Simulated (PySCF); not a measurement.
## Broadened absorption spectrum of CF3C(O)Cl

CF3C(O)Cl, C2ClF3O.
SMILES with atom numbers: `[O:1]=[C:2]([Cl:3])[C:4]([F:5])([F:6])[F:7]`

Theory: TDDFT CAM-B3LYP/def2-SVPD, vertical, gas phase, core orbitals frozen in the response in PySCF. Isolated species at its PBE0-D3(BJ)/def2-SVP geometry, gas phase. Torsions of this conformer, `[O:1]=[C:2]([Cl:3])[C:4]([F:5])([F:6])[F:7]`: O1–C2–C4–F5 -127°.

Computed states:

```
state  E (eV)       f
   S1    4.91  0.0001
   S2    6.36  0.0000
   S3    6.88   0.040
   S4    8.26   0.015
   S5    8.30  0.0015
   S6    8.96   0.360
```

Broadening: Gaussians 0.25 eV wide at half height, area fixed by f = 4.319×10⁻⁹ ∫ε dν̃. The width is an assumption, not a result. The curve ends short of the highest state used, and states not computed would add to its high-energy end.

(1) What does the envelope look like, and where are its maxima?

(2) Coming from long wavelengths, where does ε first pass 100 L mol⁻¹ cm⁻¹?

(3) On this curve, what absorbance would a 10⁻⁴ mol/L sample give at 254 nm over a 1 cm path?

Results:

(1) 
(E (eV), ε (L mol⁻¹ cm⁻¹)): (4.53, 0), (4.70, 2), (4.87, 11), (5.03, 6), (5.20, 0), (5.37, 0), (5.53, 0), (5.70, 0), (5.87, 0), (6.03, 0), (6.20, 1), (6.36, 2), (6.53, 20), (6.70, 1025), (6.86, 4202), (7.03, 1562), (7.20, 45), (7.36, 0), (7.53, 0), (7.70, 0), (7.86, 2), (8.03, 173), (8.19, 1398), (8.36, 1096)

Maxima: 253 nm (4.91 eV), ε about 12, made up of S1 (100%); 180 nm (6.88 eV), ε about 4300, made up of S3 (100%); 150 nm (8.26 eV), ε about 1700, made up of S4 (91%) (ε in L mol⁻¹ cm⁻¹; maxima over ε = 5, shares over 10%).

(2) At about 188 nm (6.59 eV), 1.68 eV above S1.

(3) 254 nm is 4.881 eV, where ε is about 11 L mol⁻¹ cm⁻¹, so A = ε c l ≈ 0.0011 (Beer–Lambert, with the gas-phase spectrum and the assumed width).
